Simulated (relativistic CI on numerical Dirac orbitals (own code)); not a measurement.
# Energy levels of Ar I

Method of calculation: Dirac-Coulomb-Breit CI, separate exchange-only KLI orbitals for each configuration, a model potential for QED, valence Slater integrals scaled by 0.85, P86 correlation estimate, and configurations built on the next ion tied to the tabulated ionisation energy (semi-empirical) (own radial code, finite nucleus).

Configuration list (outside the closed core [Ne]): 3s2 3p6, 3s2 3p5 4s, 3s2 3p5 4p, 3s2 3p5 3d, 3s2 3p5 5s, 3s2 3p5 4d, 3s2 3p5 4f, 3s2 3p4 3d2, 3s2 3p5 5p, 3s2 3p5 5d, 3s2 3p5 5f, 3s2 3p5 5g, 3s 3p6 3d, 3s2 3p4 4s2. Levels of other configurations are missing.

| No. | Configuration | Term | J | E (cm⁻¹) | % | Lifetime (s) | jj configuration (%) |
| --- | --- | --- | --- | --- | --- | --- | --- |
| 1 | 3s2 3p6 | 1S | 0 | 0.0 | 99 |  | closed (99) |
| 2 | 3s2 3p5 4s | 3P° | 2 | 93416.9 | 100 | 3.26e+01 | 3p3/2^3 4s (100) |
| 3 | 3s2 3p5 4s | 3P° | 1 | 94022.0 | 78 | 6.94e-09 | 3p3/2^3 4s (79) |
| 4 | 3s2 3p5 4s | 3P° | 0 | 94855.1 | 100 | 4.09e+01 | 3p1/2 3p3/2^4 4s (100) |
| 5 | 3s2 3p5 4s | 1P° | 1 | 95661.3 | 78 | 1.88e-09 | 3p1/2 3p3/2^4 4s (79) |
| 6 | 3s2 3p5 4p | 3S | 1 | 103648.9 | 94 | 3.85e-08 | 3p3/2^3 4p3/2 (46) |
| 7 | 3s2 3p5 4p | 3D | 3 | 104682.9 | 100 | 3.09e-08 | 3p3/2^3 4p3/2 (100) |
| 8 | 3s2 3p5 4p | 3D | 2 | 104829.7 | 61 | 3.38e-08 | 3p3/2^3 4p1/2 (92) |
| 9 | 3s2 3p5 4p | 3D | 1 | 105269.5 | 45 | 3.19e-08 | 3p3/2^3 4p1/2 (50) |
| 10 | 3s2 3p5 4p | 3P | 2 | 105358.9 | 62 | 3.08e-08 | 3p3/2^3 4p3/2 (92) |
| 11 | 3s2 3p5 4p | 3P | 0 | 106190.1 | 87 | 2.68e-08 | 3p3/2^3 4p3/2 (68) |
| 12 | 3s2 3p5 4p | 3D | 1 | 106337.9 | 54 | 3.18e-08 | 3p1/2 3p3/2^4 4p1/2 (79) |
| 13 | 3s2 3p5 4p | 3P | 2 | 106459.5 | 36 | 3.19e-08 | 3p1/2 3p3/2^4 4p3/2 (94) |
| 14 | 3s2 3p5 4p | 3P | 1 | 106640.1 | 61 | 3.07e-08 | 3p1/2 3p3/2^4 4p3/2 (76) |
| 15 | 3s2 3p5 4p | 1S | 0 | 108132.2 | 83 | 2.14e-08 | 3p1/2 3p3/2^4 4p1/2 (67) |
| 16 | 3s2 3p5 3d | 3P° | 0 | 112156.1 | 97 |  | 3p3/2^3 3d3/2 (97) |
| 17 | 3s2 3p5 3d | 3P° | 1 | 112282.2 | 92 |  | 3p3/2^3 3d3/2 (63) |
| 18 | 3s2 3p5 3d | 3P° | 2 | 112524.3 | 76 |  | 3p3/2^3 3d5/2 (64) |
| 19 | 3s2 3p5 3d | 3F° | 4 | 112703.7 | 100 |  | 3p3/2^3 3d5/2 (100) |
| 20 | 3s2 3p5 3d | 3F° | 3 | 112931.4 | 73 |  | 3p3/2^3 3d3/2 (96) |
| 21 | 3s2 3p5 5s | 3P° | 2 | 113221.1 | 90 |  | 3p3/2^3 5s (90) |
| 22 | 3s2 3p5 3d | 3F° | 2 | 113247.5 | 51 |  | 3p3/2^3 3d3/2 (77) |
| 23 | 3s2 3p5 3d | 3D° | 3 | 113417.6 | 57 |  | 3p3/2^3 3d5/2 (97) |
| 24 | 3s2 3p5 5s | 1P° | 1 | 113449.1 | 52 | 5.64e-09 | 3p3/2^3 5s (96) |
| 25 | 3s2 3p5 3d | 3D° | 1 | 113851.3 | 60 | 7.46e-09 | 3p3/2^3 3d5/2 (55) |
| 26 | 3s2 3p5 3d | 3F° | 2 | 114438.2 | 49 |  | 3p1/2 3p3/2^4 3d3/2 (87) |
| 27 | 3s2 3p5 3d | 3D° | 2 | 114551.3 | 49 |  | 3p1/2 3p3/2^4 3d5/2 (81) |
| 28 | 3s2 3p5 3d | 3D° | 3 | 114590.1 | 38 |  | 3p1/2 3p3/2^4 3d5/2 (94) |
| 29 | 3s2 3p5 5s | 3P° | 0 | 114627.0 | 99 | 3.61e-08 | 3p1/2 3p3/2^4 5s (99) |
| 30 | 3s2 3p5 5s | 3P° | 1 | 114797.1 | 51 | 7.45e-09 | 3p1/2 3p3/2^4 5s (96) |
| 31 | 3s2 3p5 3d | 1P° | 1 | 115097.9 | 50 | 6.15e-09 | 3p1/2 3p3/2^4 3d3/2 (82) |
| 32 | 3s2 3p5 5p | 3S | 1 | 116522.9 | 81 |  | 3p3/2^3 5p3/2 (52) |
| 33 | 3s2 3p5 5p | 3D | 3 | 116713.6 | 100 |  | 3p3/2^3 5p3/2 (100) |
| 34 | 3s2 3p5 5p | 3D | 2 | 116774.2 | 52 |  | 3p3/2^3 5p1/2 (94) |
| 35 | 3s2 3p5 5p | 1P | 1 | 116924.2 | 52 |  | 3p3/2^3 5p1/2 (53) |
| 36 | 3s2 3p5 5p | 3P | 2 | 116941.4 | 76 | 7.98e-08 | 3p3/2^3 5p3/2 (94) |
| 37 | 3s2 3p5 5p | 3P | 0 | 117573.1 | 77 | 5.28e-08 | 3p3/2^3 5p3/2 (79) |
| 38 | 3s2 3p5 5p | 3D | 1 | 118200.7 | 77 |  | 3p1/2 3p3/2^4 5p1/2 (90) |
| 39 | 3s2 3p5 5p | 3D | 2 | 118254.7 | 44 |  | 3p1/2 3p3/2^4 5p3/2 (99) |
| 40 | 3s2 3p5 5p | 3P | 1 | 118267.3 | 55 |  | 3p1/2 3p3/2^4 5p3/2 (88) |
| 41 | 3s2 3p5 4d | 3P° | 0 | 119166.5 | 96 |  | 3p3/2^3 4d3/2 (96) |
| 42 | 3s2 3p5 5p | 1S | 0 | 119166.9 | 75 | 3.24e-08 | 3p1/2 3p3/2^4 5p1/2 (79) |
| 43 | 3s2 3p5 4d | 3P° | 1 | 119284.2 | 89 |  | 3p3/2^3 4d3/2 (72) |
| 44 | 3s2 3p5 4d | 3F° | 4 | 119395.0 | 99 |  | 3p3/2^3 4d5/2 (99) |
| 45 | 3s2 3p5 4d | 3P° | 2 | 119467.3 | 71 | 1.44e-07 | 3p3/2^3 4d5/2 (78) |
| 46 | 3s2 3p5 4d | 3F° | 3 | 119568.6 | 68 |  | 3p3/2^3 4d3/2 (97) |
| 47 | 3s2 3p5 4d | 3F° | 2 | 119765.3 | 37 |  | 3p3/2^3 4d3/2 (81) |
| 48 | 3s2 3p5 4d | 3D° | 3 | 119855.6 | 62 |  | 3p3/2^3 4d5/2 (98) |
| 49 | 3s2 3p5 4f | 3D | 2 | 120215.5 | 60 |  | 3p3/2^3 4f7/2 (91) |
| 50 | 3s2 3p5 4f | 3D | 1 | 120215.5 | 100 |  | 3p3/2^3 4f5/2 (100) |
| 51 | 3s2 3p5 4f | 3G | 5 | 120235.7 | 100 |  | 3p3/2^3 4f7/2 (100) |
| 52 | 3s2 3p5 4f | 1G | 4 | 120235.9 | 55 |  | 3p3/2^3 4f5/2 (95) |
| 53 | 3s2 3p5 4f | 3F | 2 | 120255.9 | 53 |  | 3p3/2^3 4f5/2 (91) |
| 54 | 3s2 3p5 4f | 3D | 3 | 120255.9 | 47 |  | 3p3/2^3 4f7/2 (92) |
| 55 | 3s2 3p5 4f | 1F | 3 | 120275.9 | 42 |  | 3p3/2^3 4f5/2 (92) |
| 56 | 3s2 3p5 4f | 3F | 4 | 120276.0 | 74 |  | 3p3/2^3 4f7/2 (95) |
| 57 | 3s2 3p5 4d | 3D° | 1 | 120374.5 | 63 | 8.37e-09 | 3p3/2^3 4d5/2 (49) |
| 58 | 3s2 3p5 4d | 3F° | 2 | 120978.4 | 61 |  | 3p1/2 3p3/2^4 4d3/2 (91) |
| 59 | 3s2 3p5 4d | 3D° | 2 | 121025.3 | 42 |  | 3p1/2 3p3/2^4 4d5/2 (86) |
| 60 | 3s2 3p5 4d | 1F° | 3 | 121099.3 | 38 |  | 3p1/2 3p3/2^4 4d5/2 (96) |
| 61 | 3s2 3p5 4d | 1P° | 1 | 121483.1 | 37 | 1.04e-08 | 3p1/2 3p3/2^4 4d3/2 (62) |
| 62 | 3s2 3p5 4f | 3D | 3 | 121695.9 | 53 |  | 3p1/2 3p3/2^4 4f7/2 (97) |
| 63 | 3s2 3p5 4f | 3F | 2 | 121695.9 | 47 |  | 3p1/2 3p3/2^4 4f5/2 (100) |
| 64 | 3s2 3p5 4f | 3G | 3 | 121696.3 | 73 |  | 3p1/2 3p3/2^4 4f5/2 (97) |
| 65 | 3s2 3p5 4f | 3G | 4 | 121696.5 | 41 |  | 3p1/2 3p3/2^4 4f7/2 (100) |
| 66 | 3s2 3p5 5d | 3P° | 0 | 122480.1 | 98 | 2.58e-06 | 3p3/2^3 5d3/2 (98) |
| 67 | 3s2 3p5 5d | 3F° | 4 | 122567.2 | 99 |  | 3p3/2^3 5d5/2 (99) |
| 68 | 3s2 3p5 5d | 3P° | 1 | 122582.7 | 80 | 2.76e-07 | 3p3/2^3 5d3/2 (83) |
| 69 | 3s2 3p5 5d | 3P° | 2 | 122686.1 | 60 | 4.11e-07 | 3p3/2^3 5d5/2 (80) |
| 70 | 3s2 3p5 5d | 3F° | 3 | 122689.9 | 62 | 5.53e-07 | 3p3/2^3 5d3/2 (97) |

Energies count from the lowest computed level; ° marks odd parity; lifetimes are radiative, by E1, M1, E2, M2, E3 decay to levels of this space only; some are left blank where a channel outside the calculation adds to the decay or the decay crosses a small, uncertain gap. Filled j subshells are mostly left out of the jj labels.

The mean weight of the leading LS term, summed over parents, in these 70 levels is 69 %, and that of the leading jj configuration (from the same eigenvectors) 86 %, so jj coupling describes them better and the LS labels are nominal.

Configurations that consist of the next ion and one excited electron were tied to the tabulated ionisation energy; Rydberg ones are usually within 1,000 to 3,000 cm⁻¹ and the lowest ones within about 6,000 (9,000 in d shells), while levels on excited terms of the next ion carry the error of that term, and the other configurations can be misplaced by 10,000 cm⁻¹ or more. Rates follow the energies as ν³ (E1, M1) or ν⁵ (E2), so rates, branching and lifetimes can be off by large factors. The fine structure of a lone outer electron comes out too small, for d and f at times inverted, and misplaced configurations move strength between like terms. 30 of the 30 excited levels that our extract of the measured tables holds in this range could be paired (the sources list more); they are missed by 427 cm⁻¹ on average and 879 at most, and levels without a partner can miss by more.

LS names give the leading component of a level, which can be under half, so a name can repeat, a term be missing and a line seem to break the LS rules.
